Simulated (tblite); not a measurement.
Species: C7H13FSi.
Numbering: `[CH3:1][C:2]#[C:3][Si@@H:4]([F:5])[C@H:6]([CH3:7])[CH2:8][CH3:9]` (hydrogens: H10, H11, H12 on C1; H13 on Si4; H14 on C6; H15, H16, H17 on C7; H18, H19 on C8; H20, H21, H22 on C9)

Structure used (GFN2-xTB), in Å, numbered top down from 1:
```
atom  x, y, z in Å
C1     4.0412    0.3530   -0.8931
C2     2.8578   -0.1412   -0.2289
C3     1.8714   -0.5502    0.3308
Si4    0.3504   -1.1590    1.1709
F5     0.3065   -0.4856    2.6443
C6    -1.2125   -0.5848    0.2408
C7    -1.2661   -1.1905   -1.1613
C8    -1.2924    0.9470    0.1960
C9    -2.6374    1.4704   -0.2986
H10    4.1717    1.4134   -0.6774
H11    4.9188   -0.1899   -0.5421
H12    3.9487    0.2196   -1.9710
H13    0.3922   -2.5919    1.4330
H14   -2.0908   -0.9436    0.7920
H15   -0.4420   -0.8170   -1.7664
H16   -2.1995   -0.9440   -1.6630
H17   -1.1872   -2.2748   -1.1154
H18   -1.1190    1.3400    1.2007
H19   -0.4950    1.3285   -0.4469
H20   -2.8092    1.2016   -1.3380
H21   -3.4491    1.0629    0.3018
H22   -2.6687    2.5555   -0.2229
```

All values are computed: GFN2-xTB (tblite) harmonic vibrations without scaling, gas phase. Against measured fundamentals such values can be off by several per cent, at times by over 20. Modes of hydrogen on silicon can be 10 to 20 % off. One conformer, not necessarily the lowest.

Harmonic wavenumbers (cm⁻¹): 28.5, 33.7, 47.4, 78.5, 98.2, 134.8, 171.5, 206.7, 221.2, 239.6, 284.8, 305.1, 321.2, 331.6, 383.8, 417.8, 544.6, 621.6, 656.3, 736.2, 794.7, 813.6, 906.7, 982.4, 1014.0, 1015.5, 1024.9, 1040.1, 1079.6, 1113.6, 1143.2, 1172.2, 1246.1, 1272.5, 1317.0, 1361.2, 1382.3, 1414.1, 1420.6, 1446.6, 1447.4, 1491.3, 1503.2, 1506.0, 1512.3, 1522.8, 2296.9, 2325.2, 2906.6, 2961.0, 2976.3, 3002.6, 3003.9, 3010.2, 3019.4, 3020.4, 3022.5, 3027.2, 3033.6, 3040.3.

A = 1585, B = 751.4, C = 639.6 MHz; mass 144.077 u (most abundant isotopes); point group C1, symmetry number 1.

Q: What is the zero-point energy?

A: ½Σν̃ = 39227 cm⁻¹ = 112.15 kcal/mol.

Q: Entropy at 273.15 K, 1 bar (ideal gas, RRHO, classical rotation)?

A: Translation 40.40, rotation 30.16, vibration 42.17: S = 112.7 cal/(mol K).

Q: And Cp and H(273.15 K) − H(0)?

A: Cp = 43.91 cal/(mol K), of which vibrations give 35.96 (their classical limit is 60 R = 119.2); H(273.15 K) − H(0) = 7.74 kcal/mol without the zero-point energy, 5.57 from vibrations.

Q: Which modes carry the vibrational entropy at 273.15 K?

A: 28.5 cm⁻¹: 5.76; 33.7 cm⁻¹: 5.43; 47.4 cm⁻¹: 4.75; 78.5 cm⁻¹: 3.76; 98.2 cm⁻¹: 3.32; 134.8 cm⁻¹: 2.71 cal/(mol K); the other 54 give 16.45 together.

Q: How do the functions run with temperature in this model?

A: 
| T (K) | S (cal/(mol K)) | Cp (cal/(mol K)) | H − H(0) (kcal/mol) | G − H(0) (kcal/mol) | ln q(vib) |
| --- | --- | --- | --- | --- | --- |
| 150 | 90.5 | 31.3 | 3.10 | -10.48 | 6.04 |
| 250 | 108.9 | 41.6 | 6.75 | -20.49 | 10.08 |
| 298.15 | 116.7 | 46.5 | 8.87 | -25.92 | 11.89 |
| 400 | 131.8 | 56.7 | 14.13 | -38.59 | 15.51 |
| 600 | 158.1 | 73.3 | 27.22 | -67.64 | 22.07 |
| 900 | 191.3 | 90.4 | 51.97 | -120.21 | 30.94 |

q(vib) and H(0) count from the zero-point level.

Q: What must be added to the electronic energy to get the Gibbs energy at 273.15 K and 1 bar?

A: ZPE + [H(273.15 K) − H(0)] − T·S = 112.15 + 7.74 − 30.79 = 89.10 kcal/mol.

Hindered rotation and anharmonicity are outside this model. Other conformers, if any are populated, would add a mixing term that is left out. The structure is chiral; the term R ln 2 for an equal mix with its mirror image is left out.

Time: 1.8 s of wall time. Hardware: one thread, Arm Neoverse N1 (aarch64) (shared host). This covers the Hessian and the dipole derivatives.
